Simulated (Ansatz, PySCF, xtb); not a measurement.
Noncovalent pair: CH3F (SMILES CF) (first 5 atoms) with C2H3F (SMILES C=CF); geometry from B3LYP-D3(BJ)/def2-TZVP, rigid monomers moved along the line of their centres of mass till F2···H9 is 2.69 Å.
(charge 0, multiplicity 1):
```xyz
11

C      0.368     0.668    -0.224
F     -1.009     0.552    -0.026
H      0.581     1.675    -0.584
H      0.871     0.487     0.724
H      0.673    -0.070    -0.966
C     -1.289    -0.324     3.599
C     -0.105    -0.370     4.172
F      1.035    -0.110     3.489
H     -1.412    -0.076     2.553
H     -2.165    -0.540     4.193
H      0.101    -0.608     5.207
```

Counterpoise-corrected where a basis set is named; no monomer relaxation. Rows marked so take none.

Rows in 6-311+G**, 6-31G* carry no dispersion term and start afresh at each structure (6-31G* with six Cartesian d functions). MP2/6-31G* freezes PySCF's default core.

Programs: Ansatz (Gaussian basis) for Hartree–Fock, density functionals and correlated methods; PySCF for 6-311+G** rows, 6-31G* rows, the dispersion terms; xtb for the GFN methods. 

```csv
level,interaction energy (kJ/mol)
GFN1-xTB,-6.8
GFN2-xTB,-9.2
HF/6-31G*,-4.6
PBE/def2-TZVPPD,-5.9
r2SCAN-D4/def2-TZVPPD,-7.3
B3LYP/6-311+G** (no counterpoise),-5.9
B3LYP-D4/def2-TZVPPD,-7.8
PBE0-D3(BJ)/def2-TZVPPD,-8.4
MP2/6-31G* (no counterpoise),?
```

### Question
Fill in the missing entries.

### Answer

- MP2/6-31G* (no counterpoise), interaction energy (kJ/mol): -15.3

Ansatz is a quantum-chemistry and plane-wave program.
